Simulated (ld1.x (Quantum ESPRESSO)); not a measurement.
# Before and after: TM potential for Sr

| Quantity | Value |
| --- | --- |
| Element | Sr |
| Generator | ld1.x (Quantum ESPRESSO) 7.5 |
| Type | norm-conserving Troullier–Martins (Kleinman–Bylander form) |
| Functional | PBE |
| Relativity | non-relativistic |
| Frozen core | [Kr] |
| Valence charge | 2 |
| Reference configuration | 4d0 5s1.75 5p0 (charge +0.25) |
| Partial waves | 5s (bound): rc 3.05 bohr; 5p (bound, empty): rc 3.20 bohr; 4d (bound, empty): rc 3.70 bohr; 4f channel at 0.2 Ry: rc 3.25 bohr |
| Local potential | all-electron potential smoothed inside 3.65 bohr (lloc = -2) |
| Core correction | none |

Change: core correction a·sin(br)/r model core inside 1.28 bohr.

Cutoffs: the cutoffs (Ry, on a coarse ladder) from which the occupation-weighted sum of valence levels, in a spherical-Bessel basis at the reference potential, stays within 10 and 1 mRy of its value at 400 Ry; they do not see the model core or the augmentation charge, which bear on the density cutoff. Errors are all-electron minus pseudo energies relative to the spin-unpolarised reference configuration.

Question: How do hardness, ghosts and transferability respond?

Answer: Both files are so soft that the ladder of cutoffs tells neither apart; of the 7 tests that both files solve, the error grows in 0 and shrinks in 5 by more than 15 % and 0.3 meV (median size 95.9 → 2.9 meV); neither file shows a bound ghost. Exchange and correlation are not linear in the density, so unscreening with the valence charge alone errs where core and valence overlap; a model core restores that term. A model core, the more so a compact one, raises the density cutoff, which this test does not measure.

```csv
quantity,base,changed
"cutoff, loose",6 Ry,6 Ry
"cutoff, tight",8 Ry,8 Ry
bound ghosts,none,none
"error for 4d0 5s2 5p0, meV [ΔE -1.01 eV]",0.0,+0.1
"error for 4d0 5s1 5p0, meV [ΔE 4.79 eV]",+7.0,-1.0
"error for 4d0 5s1.5 5p0, meV [ΔE 1.30 eV]",+0.1,0.0
"error for 4d0 5s0 5p2, meV [ΔE 3.46 eV]",+96,-10
"error for 4d0 5s0 5p1, meV [ΔE 7.57 eV]",+138,-2.9
"error for 4d0.5 5s1.5 5p0, meV [ΔE -0.01 eV]",+134,-8.2
"error for 4d1 5s0 5p0, meV [ΔE 6.20 eV]",+588,-44
s: phases at 3.98 bohr within 0.05 rad from the reference energy up to (Ry; the scan ends near 5),0.5,0.5
p: phases at 3.98 bohr within 0.05 rad from the reference energy up to (Ry; the scan ends near 5),0.1,0.1
d: phases at 3.98 bohr within 0.05 rad from the reference energy up to (Ry; the scan ends near 5),0.5,0.5
f: phases at 3.98 bohr within 0.05 rad from the reference energy up to (Ry; the scan ends near 5),1.9,1.9
```

Base: The cutoffs count occupied waves only; the empty 4d level needs 12 Ry at the loose tolerance. Changed file: The cutoffs count occupied waves only; the empty 4d level needs 12 Ry at the loose tolerance.
